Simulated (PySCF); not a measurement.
Calculation: PBE-D3(BJ)/def2-TZVP // PBE0-D3(BJ)/def2-TZVP in PySCF. Isolated molecules, 0 K electronic values unless said otherwise. One relaxed conformer stands for a flexible species; it need not be the lowest. 

Reference species (SMILES): `CC(N)N` (neutral, multiplicity 1).

```json
{
  "HOMO–LUMO gap": "5.23 eV",
  "HOMO": "-5.23 eV"
}
```

Changed species: `C(N)CN`.

Task: Give the shifts of the HOMO–LUMO gap and HOMO.

Result: the HOMO–LUMO gap increases by 0.06 eV, to 5.29 eV; the HOMO rises by 0.11 eV, to -5.12 eV.
